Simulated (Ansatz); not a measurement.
Reaction (isomerisation): `N[CH2][GaH][OH]` → `[CH3][Ga]([NH2])[OH]`

Gas-phase electronic energies from Ansatz, PBE0-D4/def2-TZVP geometries. CBS: MP2 limit from def2 TZ/QZ plus the TZ coupled-cluster correction, frozen cores. DFT in def2-TZVPP. For Ga outer-core shells are correlated without core-valence functions, which leaves a few kJ/mol of doubt a bond. Scalar relativity is left out up to krypton. One conformer a species, not always the lowest.

```json
{"level": "PBE-D4", "ΔE (kcal/mol)": "-32.3", "difference from CCSD(T)/CBS": "5.2"}
{"level": "PBE0-D4", "ΔE (kcal/mol)": "-34.0", "difference from CCSD(T)/CBS": "3.5"}
{"level": "B2PLYP", "ΔE (kcal/mol)": "-36.1", "difference from CCSD(T)/CBS": "1.4"}
{"level": "PBE0", "ΔE (kcal/mol)": "-34.0", "difference from CCSD(T)/CBS": "3.5"}
{"level": "MP2/def2-TZVPP", "ΔE (kcal/mol)": "-38.7", "difference from CCSD(T)/CBS": "-1.2"}
{"level": "CCSD/def2-TZVPP", "ΔE (kcal/mol)": "-36.9", "difference from CCSD(T)/CBS": "0.6"}
{"level": "MP2/def2-QZVPP", "ΔE (kcal/mol)": "-39.1", "difference from CCSD(T)/CBS": "-1.6"}
{"level": "SCS-MP2/def2-QZVPP", "ΔE (kcal/mol)": "-38.0", "difference from CCSD(T)/CBS": "-0.5"}
{"level": "MP2/CBS(def2)", "ΔE (kcal/mol)": "-39.4", "difference from CCSD(T)/CBS": "-1.9"}
{"level": "CCSD/CBS(def2)", "ΔE (kcal/mol)": "-37.7", "difference from CCSD(T)/CBS": "-0.2"}
{"level": "CCSD(T)/CBS", "ΔE (kcal/mol)": "-37.5", "difference from CCSD(T)/CBS": "0"}
```

Largest T1 diagnostic among the species: 0.013.

From PBE to PBE0 (25 % exact exchange), in def2-TZVPP and without D4, ΔE moves by −1.7 kcal/mol.
